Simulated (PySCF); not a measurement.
## Ru⁺: interval between two levels

Ru⁺ [Kr] 4d7 [4F9/2, M_J = 9/2] → Ru⁺ [Kr] 4d6 5p1 [6F11/2, M_J = 11/2], as a difference of total energies. Calculation: PySCF 2.14, in x2c-TZVPall-2c with one added diffuse shell each of s, p, d type (9s10p8d1f, 86 functions); the two-component X2C-1e Hamiltonian. Correlated levels: [Ar] 3d10 frozen; the 6 highest virtual spinors dropped. "Screened" scales the spin-orbit matrix elements by Boettger's factors to mimic the two-electron term; Breit and QED terms are absent.

| method | interval between two levels (cm⁻¹) |
| --- | --- |
| GHF (spin-free) | 41097 |
| GMP2 (spin-free) | 47129 |
| GHF (screened spin-orbit) | 41972 |
| GMP2 (screened spin-orbit) | 48118 |

The labels give the starting determinants; with spin-orbit coupling the two ends relaxed to ⟨J²⟩ = 24.77, ⟨L²⟩ = 12.12, ⟨S²⟩ = 3.74 and ⟨J²⟩ = 35.76, ⟨L²⟩ = 12.10, ⟨S²⟩ = 8.71.
